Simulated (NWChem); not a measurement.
C$_{3}$, singlet; SMILES [C]=C=[C]

All runs: NWChem. Low-valent species are run as closed-shell singlets; no triplet was tried in these runs. All runs use the structure optimised with B3LYP/6-31G* (spherical d). Level: M06-2X/def2-SVP with COSMO at NWChem's default radii, gas-phase geometry; the question gives the dielectric constant.

Question: Predict the results for dielectric constant 4.8. Quantities: electrostatic solvation energy (kcal/mol).

Answer: The electrostatic solvation energy (kcal/mol) is -1.2.
